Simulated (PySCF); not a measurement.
# Exercise with solution: oscillator strength and radiative lifetime

C₂H₃BN₂O, SMILES OB1C=NC=N1.

The structure is a stationary point at PBE0-D3(BJ)/def2-SVP. This is a generated structure with no PubChem entry under its InChIKey; it may be hypothetical. One conformer was computed; it need not be the lowest.

TDDFT-PBE/def2-SVPD run with PySCF puts the first singlet state with f over 0.02 at 6.08 eV (vertical), with the transition dipole (-0.189, -0.679, 0.000) in atomic units.

Q: Find the oscillator strength, the wavelength and the radiative lifetime that this transition would have in vacuum if emission retraced absorption.

A: 
|μ|² = 0.4968 au, so |μ| = 1.79 D. ΔE = 6.08/27.211 = 0.2234 hartree. f = (2/3) ΔE |μ|² = 0.074 (the program prints 0.074).
λ = 1239.84/6.08 = 204 nm; ν = 49038 cm⁻¹.
Einstein's coefficient A = 0.6670 ν² f s⁻¹ (ν in cm⁻¹) = 1.2e8 s⁻¹, so τ = 1/A = 8.4 ns. This state is S7; the lower singlets have f = 0.000, 0.001, 0.015, 0.000, 0.000, 0.000. The figure is the radiative limit of this one transition; relaxation, internal conversion, crossing to triplets and a medium change what is measured.
